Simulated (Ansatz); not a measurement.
`[GeH3]/[N]=C1\O[SiH2]1`. Total charge 0; spin multiplicity 1.

Cartesian coordinates in Å:
```
Ge -1.9530 0.7306 0.2096
N -0.7898 -0.3958 -0.7195
C 0.4033 -0.4548 -0.3968
O 1.1555 0.1882 0.5980
Si 2.1540 -0.8627 -0.2972
H -2.0067 0.3288 1.6929
H -3.3248 0.5344 -0.4459
H -1.4968 2.1921 0.0676
H 3.1862 -0.2186 -1.1381
H 2.6721 -2.0422 0.4293
```

(1) List the harmonic frequencies (cm⁻¹, unscaled) at PBE0-D4/def2-TZVP in Ansatz. (Estimate.)

(2) Is this a minimum?

(3) Give the ideal-gas thermochemistry at 298.15 K and 1 bar (rigid rotor, harmonic oscillator; point group Cs, symmetry number 1).

Results:

(1) Ansatz gave: 45, 104, 118, 348, 387, 543, 578, 586, 632, 649, 654, 761, 823, 851, 871, 883, 964, 1034, 1841, 2150, 2156, 2183, 2254, 2275.

(2) Yes, all 24 modes are real.

(3) Zero-point energy 141.7 kJ/mol; H(298) − E = 163.0 kJ/mol; entropy 360.0 J/(mol·K), of which translation 171.2, rotation 115.7, vibration 73.2; G(298) − E = 55.6 kJ/mol. Modes under 100 cm⁻¹ are hindered rotations or soft bends, so the harmonic entropy is rough.
